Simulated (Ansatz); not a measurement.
One change: `C[SiH](O)F` becomes `C[SiH](O)Cl`.

Ansatz, PBE0-D4/def2-TZVP geometries, multiplicity 1. Each molecule was computed in one conformer, which needn't be the lowest.

```
                                                                                  property  `C[SiH](O)F`
                                                     HOMO–LUMO gap (B3LYP/def2-TZVPP) / eV          9.01
ideal-gas entropy at 298 K and 1 bar (rigid rotor, harmonic PBE0-D4/def2-TZVP) / J/(mol·K)           315
                                          size of the dipole moment (B3LYP/def2-TZVPP) / D          2.14
                                                         LUMO energy (PBE/def2-TZVPP) / eV         -0.17
                                                        HOMO energy (PBE0/def2-TZVPP) / eV         -8.90
                                                     LUMO energy (ωB97M-V/def2-TZVPP) / eV          2.14
```

What does the change do to each property? (Estimate.)

The calculation gave: 
```tsv
property	`C[SiH](O)Cl`	shift
HOMO–LUMO gap (B3LYP/def2-TZVPP) / eV	8.66	-0.35
ideal-gas entropy at 298 K and 1 bar (rigid rotor, harmonic PBE0-D4/def2-TZVP) / J/(mol·K)	327	12
size of the dipole moment (B3LYP/def2-TZVPP) / D	1.96	-0.18
LUMO energy (PBE/def2-TZVPP) / eV	-0.28	-0.11
HOMO energy (PBE0/def2-TZVPP) / eV	-8.62	0.28
LUMO energy (ωB97M-V/def2-TZVPP) / eV	2.12	-0.02
```

With PBE0 the HOMO rises by 0.28 eV and the LUMO falls by 0.09 eV, so the gap narrows by about 0.37 eV. PBE moves the HOMO by 0.20 eV and ωB97M-V by 0.32 eV. Dipoles are sizes alone; their direction can turn.

B3LYP here is the variant with VWN-RPA as its local correlation; programs differ in this.
